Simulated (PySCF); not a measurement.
AuSe₂⁺: from structure and modes to constants

Level of theory: UPBE0 in PySCF with Au def2-SVP with ECP60, Se def2-SVP; scalar-relativistic core potentials, no spin–orbit coupling; density-fitted integrals.

The triplet minimum has Cs symmetry. Masses (u): Au 196.96655, Se 79.91652.

```xyz
3
charge 1 multiplicity 3, angstrom
Au   -0.2828    0.0000   -1.2087
Se   -0.7156    0.0000    1.1589
Se    1.4054    0.0000    1.8135
```

Harmonic wavenumbers (cm⁻¹): 56.4 (a', ×1), 210.4 (a', ×1), 349.4 (a', ×1).

Q: Find the principal moments of inertia and the rotational constants. What kind of rotor is it?

A: About the centre of mass I = 134.45, 738, 872.45 u Å². With B = 16.8576/I this gives 0.1254, 0.02284, 0.01932 cm⁻¹. The molecule is an asymmetric top with κ = -0.93.

Q: Find the vibrational entropy and heat capacity at 298.15 K.

A: With u = 1.43878 ω/T, each mode gives S = R[u/(eᵘ−1) − ln(1−e⁻ᵘ)] and C = R u² eᵘ/(eᵘ−1)².
```json
{"ω (cm⁻¹)": "56.4", "u": "0.272", "S (J/(mol K))": "19.16", "C (J/(mol K))": "8.26"}
{"ω (cm⁻¹)": "210.4", "u": "1.015", "S (J/(mol K))": "8.54", "C (J/(mol K))": "7.64"}
{"ω (cm⁻¹)": "349.4", "u": "1.686", "S (J/(mol K))": "4.89", "C (J/(mol K))": "6.60"}
```
The sums over all modes are S = 32.6 and C = 22.5 J/(mol K); the softest mode gives 59 % of the entropy.

Q: Give the standard entropy (298.15 K, 1 bar) by its translational, rotational, vibrational and spin parts, and Cp.

A: Sackur–Tetrode with M = 356.80 u gives 182.2; rotation with symmetry number 1 gives 124.5; vibration 32.6; spin R ln 3 = 9.1. The total is 348.4 J/(mol K), and Cp = 4 R + 22.5 = 55.8 J/(mol K).

Other isomers or separated fragments may lie lower. Open d and f shells are described by one determinant, and the ground state may have another occupation or spin. No spin–orbit coupling is included, which matters more the heavier the element.
